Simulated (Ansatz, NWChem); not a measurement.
# Worked example: the enthalpy of formation of C3H7Br (1-bromopropane)

The species is C3H7Br (11 atoms), meant as a singlet with charge 0. As SMILES, `CCCBr`. The coordinates come from a PBE0-D4/def2-TZVP relaxation. This is one conformer, not always the lowest.

Total energies at BHLYP/def2-SVP (NWChem 7.3.0); the atoms run unrestricted:

```tsv
species	state	energy (Eh)
C3H7Br	singlet	-2692.205406
C	triplet	-37.801979
Br	doublet	-2573.794066
H	doublet	-0.497840
```

Harmonic wavenumbers at B3LYP/6-31G*, in cm⁻¹: 125, 201, 279, 399, 553, 788, 853, 902, 1051, 1067, 1106, 1238, 1275, 1333, 1398, 1444, 1503, 1506, 1529, 1536, 3022, 3052, 3082, 3113, 3119, 3134, 3177.

Measured heats of formation of the gaseous atoms at 298.15 K, in kJ/mol: C 716.9, Br 111.9, H 218.0. Spin-orbit lowering of the atoms at 298 K (mean of the ground term's levels less their thermal mean, from spectra), in kJ/mol: C 0.02, Br 14.69. Take 1 Eh = 2625.50 kJ/mol, 1 cm⁻¹ = 0.0119627 kJ/mol, RT = 2.479 kJ/mol.

Task: What heat of formation follows?

Result: 
1. Electronic atomisation energy: 3 × (-37.801979) + (-2573.794066) + 7 × (-0.497840) − (-2692.205406) = 1.520523 Eh = 3992.1 kJ/mol.
2. Zero-point energy: half the sum of the wavenumbers, 20892.5 cm⁻¹ = 249.9 kJ/mol.
3. Thermal vibrational enthalpy, Σ hcν̃/(exp(hcν̃/kT) − 1): 6.7 kJ/mol. Translation, rotation and pV of a non-linear molecule: 4 RT = 9.9 kJ/mol.
4. The 11 free atoms carry 5/2 RT each: 68.2 kJ/mol.
5. Spin-orbit coupling lowers the free atoms by 3 × 0.02 + 14.69 = 14.8 kJ/mol.
6. Atomisation enthalpy at 298 K: 3992.1 − 14.8 − 249.9 − 6.7 − 9.9 + 68.2 = 3779.0 kJ/mol.
7. Sum of the atoms' heats of formation: 3788.6 kJ/mol. Heat of formation: 3788.6 − 3779.0 = +9.6 kJ/mol.

The tabulated value is -87.0 kJ/mol (CRC Handbook of Chemistry and Physics), so this level is off by +96.6 kJ/mol, or 2.5 % of the atomisation enthalpy. Hybrids with much exact exchange underbind. Relativity is left out. Anharmonicity and any spin-orbit splitting of the molecule are left out.
